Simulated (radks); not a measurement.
Values are calculated unless marked as measured or tabulated.
Co16+, 11 electrons, occupied as [Ne] 3s0.75 3d0.25 (fractional occupations, a model configuration).

Code: a radial shooting solver on a logarithmic mesh with Libxc functionals. Model: non-relativistic Kohn-Sham, SOGGA, spin-unpolarised, spherical densities, point nucleus.

Energy parts (hartree):
part                       energy
total                 -1254.80952
kinetic                1254.38107
electron-nucleus      -2733.49617
Hartree                 266.11239
exchange-correlation    -41.80680

Orbitals (lengths in bohr, moments of r in powers of bohr; <r^-3> diverges for s and p1/2; r(90%) holds 90 % of the orbital's charge):
1s: occ. 2; eigenvalue (hartree) -296.4668; <r^2> 0.004341; <r^4> 0.00004802; r(90%) 0.101
2s: occ. 2; eigenvalue (hartree) -51.81325; <r^2> 0.07639; <r^4> 0.009964; r(90%) 0.393
2p: occ. 6; eigenvalue (hartree) -47.74770; <r^2> 0.06020; <r^4> 0.007164; <r^-3> 544.1; r(90%) 0.362
3s: occ. 0.75; eigenvalue (hartree) -19.25885; <r^2> 0.4731; <r^4> 0.3270; r(90%) 0.936
3d: occ. 0.25; eigenvalue (hartree) -16.14877; <r^2> 0.3820; <r^4> 0.2423; <r^-3> 16.81; r(90%) 0.878

The highest occupied level is 3d at -439.43 eV. Summed over all electrons, <r^2> = 0.9730 bohr^2, which gives a Langevin (diamagnetic) susceptibility term of -0.771 x 10^-6 cm^3/mol. The density falls to 0.001 e/bohr^3 at r = 1.39 bohr. Virial ratio -V/T = 2.00034. The electron density at the nucleus is 1.332e+04 e/bohr^3.
